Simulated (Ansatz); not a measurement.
One change: `[GeH3][CH2]CBr` becomes `BCCBr`.

Ansatz, PBE0-D4/def2-TZVP geometries, multiplicity 1. Each molecule was computed in one conformer, which needn't be the lowest.

Scalar relativity is left out up to krypton.

| property | `[GeH3][CH2]CBr` |
| --- | --- |
| size of the dipole moment (ωB97M-V/def2-TZVPP) / D | 1.77 |
| LUMO energy (PBE/def2-TZVPP) / eV | -1.18 |
| HOMO–LUMO gap (PBE0/def2-TZVPP) / eV | 7.62 |
| HOMO–LUMO gap (ωB97M-V/def2-TZVPP) / eV | 11.75 |
| LUMO energy (PBE0/def2-TZVPP) / eV | -0.20 |
| HOMO–LUMO gap (PBE/def2-TZVPP) / eV | 5.39 |

(1) What does the change do to each property? (Best estimate.)

Results:

(1) Computed: 
```
                                          property  `BCCBr`  shift
size of the dipole moment (ωB97M-V/def2-TZVPP) / D     2.25   0.48
                 LUMO energy (PBE/def2-TZVPP) / eV    -2.55  -1.37
              HOMO–LUMO gap (PBE0/def2-TZVPP) / eV     6.37  -1.25
           HOMO–LUMO gap (ωB97M-V/def2-TZVPP) / eV    10.58  -1.17
                LUMO energy (PBE0/def2-TZVPP) / eV    -1.51  -1.31
               HOMO–LUMO gap (PBE/def2-TZVPP) / eV     4.06  -1.33
```

With PBE0 the HOMO falls by 0.05 eV and the LUMO falls by 1.31 eV, so the gap narrows by about 1.26 eV. PBE moves the HOMO by -0.04 eV and ωB97M-V by -0.10 eV. Dipoles are sizes alone; their direction can turn.

Spin–orbit coupling is left out; it splits and shifts lone-pair levels of the heavy atoms by tenths of an eV.
